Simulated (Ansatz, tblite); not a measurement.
Removing an electron: MgI₂. Charge 0, multiplicity 1. Geometry: r2SCAN-D4/def2-TZVP. Ansatz, gas phase; energy differences of separate SCF runs; the oxidised species was run as a doublet alone.

```xyz
3

Mg    0.0008    0.0024   -0.0003
I     0.2474   -0.3701   -2.4903
I    -0.2482    0.3677    2.4906
```

In the def2 sets I takes a core potential; there is no spin–orbit coupling. The xTB rows come from tblite. Correlated methods freeze 9 core orbitals; core or outer-core shells of Mg, I are correlated, in sets that lack core-valence functions. HOMO above LUMO, or a gap near zero within one spin, warns that the state may not be the lowest or that an electron is smeared out.

```json
{"level": "GFN1-xTB", "−HOMO (eV)": "10.69", "vertical IE (eV)": "14.38", "−LUMO (eV)": "6.63", "HOMO–LUMO gap (eV)": "4.06", "remarks": "–"}
{"level": "GFN2-xTB", "−HOMO (eV)": "11.43", "vertical IE (eV)": "14.39", "−LUMO (eV)": "7.66", "HOMO–LUMO gap (eV)": "3.76", "remarks": "–"}
{"level": "HF/def2-TZVPP", "−HOMO (eV)": "–", "vertical IE (eV)": "9.13", "−LUMO (eV)": "–", "HOMO–LUMO gap (eV)": "–", "remarks": "–"}
{"level": "r2SCAN-D4/def2-TZVP", "−HOMO (eV)": "6.95", "vertical IE (eV)": "9.37", "−LUMO (eV)": "2.20", "HOMO–LUMO gap (eV)": "4.75", "remarks": "gap within one spin near zero (+1 doublet)"}
{"level": "PBE0-D4/def2-TZVP", "−HOMO (eV)": "7.76", "vertical IE (eV)": "9.55", "−LUMO (eV)": "1.92", "HOMO–LUMO gap (eV)": "5.84", "remarks": "–"}
{"level": "MP2/def2-TZVPP", "−HOMO (eV)": "–", "vertical IE (eV)": "10.08", "−LUMO (eV)": "–", "HOMO–LUMO gap (eV)": "–", "remarks": "–"}
{"level": "CCSD/def2-TZVPP", "−HOMO (eV)": "–", "vertical IE (eV)": "9.90", "−LUMO (eV)": "–", "HOMO–LUMO gap (eV)": "–", "remarks": "–"}
{"level": "CCSD(T)/def2-TZVPP", "−HOMO (eV)": "–", "vertical IE (eV)": "9.94", "−LUMO (eV)": "–", "HOMO–LUMO gap (eV)": "–", "remarks": "–"}
```

Relaxing the oxidised species (r2SCAN-D4/def2-TZVP) changes its energy by -0.03 eV at PBE0-D4/def2-TZVP, so the adiabatic ionisation energy to this nearest minimum is 9.52 eV.  Run but left out: PBE-D4/def2-TZVP (charge +1 doublet: an occupied level 0.00 eV above an empty one).  Raw xTB energy differences between charge states are shifted by several eV; the methods need an empirical correction for them.
